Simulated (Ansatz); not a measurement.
Energy needed to pull apart C2H2AlCl (SMILES C#[C][AlH][Cl]), closed shell, into free ground-state atoms, from the structure below (displaced at random from a GFN2-xTB minimum); no zero-point or spin–orbit terms; open-shell atoms are treated unrestricted, in their ground-state multiplicity.

```
6
angstrom
C 0.3299 0.9453 -1.6142
C -0.0441 0.2918 -0.5129
Al -0.0112 -0.5060 1.1210
Cl -1.2487 -2.2139 1.0652
H 0.4061 1.4562 -2.5700
H 0.4067 0.0998 2.3411
```

Ansatz 0.2.0; basis: def2-TZVPP; cores frozen in the correlated methods. B3LYP uses VWN-RPA correlation.

| method | atomization energy (kcal/mol) |
| --- | --- |
| PBE-D4 | 543.5 |
| r2SCAN-D4 | 534.0 |
| PBE0-D4 | 529.6 |
| B3LYP-D4 | ? |
| LC-wPBE | 522.9 |
| wB97M-V | 531.1 |
| HF | 382.4 |
| MP2 | 538.8 |
| CCSD | ? |
| CCSD(T) | 518.7 |

**Question.** What does CCSD give? (An estimate is asked for; the value comes from the calculation.)

**Answer.** By the calculation: 505.5 kcal/mol, which is about 13.2 kcal/mol less than CCSD(T)/def2-TZVPP.

**Question.** What does B3LYP-D4 give? (To be estimated.)

**Answer.** The calculation gives: 526.6 kcal/mol, which is about 7.9 kcal/mol more than CCSD(T)/def2-TZVPP.

In triple zeta the MP2 and coupled-cluster atomization energies are still short of their basis limit by a few kcal/mol a bond, whereas those of the functionals are nearly converged, so these differences are not deviations from converged CCSD(T).

T1 diagnostic: at most 0.015. The restricted Hartree–Fock reference is unstable towards an unrestricted one here.

For scale, one of the runs: CCSD(T)/def2-TZVPP forces, 174 basis functions, launched by `ansatz run in.yaml --threads 4 --pin off --events-out ev --progress --plain --max-ram 5222MiB`. Hardware: 4 CPU threads, shared host. Wall time 64 s; peak host memory 2.8 GiB.
